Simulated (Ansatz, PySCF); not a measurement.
Potential energy curve for GeLi (anion, charge -1), lowest singlet found (which spin is the ground state isn't settled by this scan). Each curve is given relative to its own lowest point between 2.15 and 3.12 Å, where full CI is lowest.

```json
[
 {"R / Å": "1.78", "A": "2.109", "B": "2.628", "C": "2.159"},
 {"R / Å": "1.93", "A": "1.314", "B": "1.458", "C": "1.652"},
 {"R / Å": "2.04", "A": "0.807", "B": "0.887", "C": "1.467"},
 {"R / Å": "2.15", "A": "0.460", "B": "0.498", "C": "1.389"},
 {"R / Å": "2.27", "A": "0.218", "B": "0.228", "C": "0.156"},
 {"R / Å": "2.36", "A": "0.106", "B": "0.106", "C": "0.062"},
 {"R / Å": "2.45", "A": "0.039", "B": "0.035", "C": "0.013"},
 {"R / Å": "2.49", "A": "0.021", "B": "0.017", "C": "0.003"},
 {"R / Å": "2.58", "A": "0.000", "B": "0.000", "C": "0.000"},
 {"R / Å": "2.66", "A": "0.001", "B": "0.007", "C": "0.016"},
 {"R / Å": "2.82", "A": "0.039", "B": "0.061", "C": "0.085"},
 {"R / Å": "2.93", "A": "0.084", "B": "0.115", "C": "0.150"},
 {"R / Å": "3.12", "A": "0.183", "B": "0.224", "C": "0.280"},
 {"R / Å": "3.37", "A": "0.332", "B": "0.367", "C": "0.458"},
 {"R / Å": "3.64", "A": "0.497", "B": "0.508", "C": "0.640"},
 {"R / Å": "3.97", "A": "0.687", "B": "0.656", "C": "0.831"},
 {"R / Å": "4.38", "A": "0.891", "B": "0.805", "C": "1.017"},
 {"R / Å": "4.89", "A": "1.095", "B": "0.947", "C": "1.183"},
 {"R / Å": "5.41", "A": "1.251", "B": "1.057", "C": "1.295"}
]
```

Energies in eV.

Problem. Match the curves with the methods CCSD on RHF/aug-cc-pVDZ, cores with 3d frozen (Ansatz, a quantum-chemistry and plane-wave program); restricted Hartree-Fock/LANL2DZ, with its core potentials past Ne in PySCF 2.14.0; restricted B3LYP/6-31G*, spherical d run with PySCF.

Solution. A is RCCSD; B is RHF/LANL2DZ; C is RKS-B3LYP/6-31G*.

The scan ran from 1.78 to 8.37 Å; beyond the distances shown full CI changes its symmetry label. The restricted form behind RHF/LANL2DZ, RKS-B3LYP/6-31G* keeps the bonding electrons paired and can't separate into open-shell fragments. Where the anion isn't bound against loss of the electron, the finite basis alone holds it. The T1 diagnostic of CCSD on the restricted reference of RCCSD exceeds 0.045 at 1.93 to 2.45, 3.12 to 5.41 Å.
